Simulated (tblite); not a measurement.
Run record: tight-binding relaxation, `C[Se][SiH2]SC[SiH3]`.

Computed with GFN2-xTB geometry optimisation, gas phase (tblite 0.8.0). Start geometry: from a force field or distance geometry. A driver script takes a list of jobs; this job's settings line and coordinates (Å) are shown.

Command:
```bash
OMP_NUM_THREADS=1 python probes_run.py task.json out
```

Input:
```
{"job": {"kind": "relax", "xc": "GFN2-xTB", "basis": "xTB"}, "charge": 0, "multiplicity": 1}
C      3.991100    -0.029000     0.314900
Se     2.369100    -1.130700     0.348700
Si     0.665100     0.277100    -0.181400
S     -0.720300     0.223800     1.465100
C     -2.119300    -0.806700     0.900800
Si    -3.276600     0.351500     0.014500
H      4.868700    -0.687400     0.424900
H      3.949200     0.756800     1.118700
H      3.982900     0.455700    -0.692000
H      1.170600     1.621800    -0.427100
H      0.019200    -0.260800    -1.391000
H     -1.695500    -1.512300     0.170400
H     -2.612100    -1.340400     1.738500
H     -4.194500     0.880700     1.038200
H     -2.445600     1.472700    -0.487100
H     -3.959600    -0.264100    -1.100300
```

Problem. Give the output.

Solution. 
```
step      E/eV     max force
  0    -524.68423    1.442
  1    -524.77515    0.651
  2    -524.82336    0.558
  3    -524.84735    0.455
  4    -524.87926    0.310
  5    -524.89057    0.196
  6    -524.89925    0.214
  7    -524.90602    0.192
  8    -524.91284    0.186
  9    -524.91930    0.248
... (210 lines left out)
220    -525.17320    0.017
221    -525.17327    0.022
222    -525.17337    0.028
223    -525.17349    0.032
224    -525.17360    0.030
225    -525.17367    0.019
226    -525.17372    0.015
227    -525.17375    0.014
228    -525.17377    0.012
229    -525.17379    0.008
```

«max force» is the largest atomic force in eV/Å.

Problem. From which step on does the largest force stay under 0.1 eV/Å, and how much energy is left to gain from there?

Solution. From step 205 (0.066 eV/Å), 3.1 meV above the end.

Main results: energy lowered by 11.3 kcal/mol over 229 steps; largest atomic force 0.008 eV/Å at the end.

On one thread of an Arm Neoverse N1, shared host with 64 logical CPUs at a one-minute load of 58, this took 3.4 s wall.
Labels such as C1 count atoms from 1, the log's own numbers from 0.
